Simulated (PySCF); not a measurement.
A search over the determinants of CsBi

Unrestricted PBE0; basis Cs def2-SVP with ECP46, Bi def2-SVP with ECP60; scalar-relativistic core potentials; PySCF 2.14. Outer shells of the fragments: Cs 6s1; Bi 5d10 6s2 6p3.

Followed along the bond (rough minima from three points):

```json
{"2Ms+1": "3", "unpaired": "π ↑↑", "⟨S²⟩ at the start": "2.03", "R at minimum (Å)": "3.75", "Te (eV)": "0.00"}
{"2Ms+1": "1", "unpaired": "π ↑↓", "⟨S²⟩ at the start": "1.00", "R at minimum (Å)": "3.73", "Te (eV)": "0.32"}
{"2Ms+1": "3", "unpaired": "σ ↑, π ↑", "⟨S²⟩ at the start": "2.00", "R at minimum (Å)": "3.51", "Te (eV)": "0.37"}
{"2Ms+1": "1", "unpaired": "σ ↓, π ↑", "⟨S²⟩ at the start": "1.00", "R at minimum (Å)": "3.52", "Te (eV)": "0.66"}
{"2Ms+1": "1", "unpaired": "none", "⟨S²⟩ at the start": "0.00", "R at minimum (Å)": "3.71", "Te (eV)": "1.14"}
```

Solutions found at the starting distance of 3.665 Å, counted from the lowest of them; the search is not exhaustive and high or unbound solutions are not listed, so other states can lie among these:

| 2Ms+1 | unpaired | term | E (eV) | ⟨S²⟩ | ⟨Lz²⟩ | μ (D) |
| --- | --- | --- | --- | --- | --- | --- |
| 3 | π ↑↑ | ³Σ⁻ | 0.00 | 2.03 | 0.00 | -9.35 |
| 1 | π ↑↓ | mixed | 0.31 | 1.00 | 2.01 | -9.73 |
| 3 | σ ↑, π ↑ | ³Π | 0.39 | 2.00 | 1.01 | -11.68 |
| 1 | σ ↓, π ↑ | mixed | 0.68 | 1.00 | 1.01 | -11.47 |
| 1 | none | mixed | 1.13 | 0.00 | 2.00 | -9.70 |
| 5 | σ ↑↑, π ↑↑ | ⁵Σ⁻ | 1.30 | 6.00 | 0.00 | 1.78 |
| 3 | σ ↑↑, π ↑↓ | mixed | 1.97 | 3.01 | 2.01 | 2.02 |
| 1 | σ ↓↓, π ↑↑ | mixed | 1.98 | 2.01 | 0.00 | 2.35 |
| 5 | σ ↑, π ↑↑↑ | ⁵Π | 2.43 | 6.00 | 1.00 | 3.15 |
| 3 | σ ↑, π ↑ | ³Π | 2.72 | 2.00 | 1.01 | 1.58 |
| 1 | σ ↓, π ↑ | mixed | 2.74 | 1.00 | 1.01 | 2.03 |
| 3 | σ ↑↑ | mixed | 2.87 | 2.00 | 2.01 | 2.00 |
| 5 | σ ↑, π ↑↑, δ ↑ | ⁵Δ | 2.91 | 6.00 | 4.00 | 0.79 |
| 3 | σ ↑, π ↑↑, δ ↓ | mixed | 2.93 | 3.00 | 4.00 | 0.80 |

A term symbol is given only where ⟨S²⟩ and ⟨Lz²⟩ are close to those of a pure state; real π, δ and φ orbitals otherwise mix terms. A positive dipole means Cs(−)Bi(+).

These are scalar-relativistic numbers at best; spin–orbit coupling would shift them, the dissociation energy most. Counting both spins, an empty level lies below a filled one in some of these solutions, because spin and occupation are held.
